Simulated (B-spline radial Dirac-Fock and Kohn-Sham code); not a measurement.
# X-ray form factors of mercury in several charge states

The computed values come from a radial B-spline solver: Dirac-Fock orbitals of the configuration average with a finite nucleus.

Configurations: Hg⁵⁰⁺ [Ar] 3d10 4s2; Hg⁵¹⁺ [Ar] 3d10 4s1; Hg⁵²⁺ [Ar] 3d10; Hg⁵³⁺ [Ar] 3d9; Hg⁵⁵⁺ [Ar] 3d7. The first column is f₀ of Hg⁵⁰⁺, the others are differences from it.

```csv
s (Å⁻¹),Hg⁵⁰⁺,Δ Hg⁵¹⁺,Δ Hg⁵²⁺,Δ Hg⁵³⁺,Δ Hg⁵⁵⁺
0,30.000,-1.000,-2.000,-3.000,-5.000
0.05,29.983,-0.997,-1.995,-2.994,-4.993
0.1,29.933,-0.990,-1.979,-2.977,-4.972
0.15,29.851,-0.977,-1.954,-2.948,-4.936
0.2,29.735,-0.959,-1.919,-2.908,-4.887
0.25,29.588,-0.936,-1.874,-2.857,-4.825
0.3,29.411,-0.910,-1.821,-2.797,-4.751
0.35,29.203,-0.879,-1.759,-2.727,-4.664
0.4,28.967,-0.844,-1.690,-2.648,-4.567
0.45,28.704,-0.806,-1.615,-2.562,-4.460
0.5,28.415,-0.765,-1.534,-2.468,-4.343
0.6,27.766,-0.677,-1.358,-2.266,-4.088
0.7,27.034,-0.583,-1.171,-2.048,-3.810
0.8,26.234,-0.487,-0.981,-1.823,-3.518
0.9,25.380,-0.394,-0.794,-1.598,-3.221
1,24.486,-0.305,-0.617,-1.381,-2.926
1.1,23.565,-0.224,-0.455,-1.178,-2.641
1.2,22.629,-0.153,-0.313,-0.992,-2.372
1.4,20.755,-0.045,-0.094,-0.685,-1.891
1.6,18.930,+0.019,+0.035,-0.468,-1.501
```
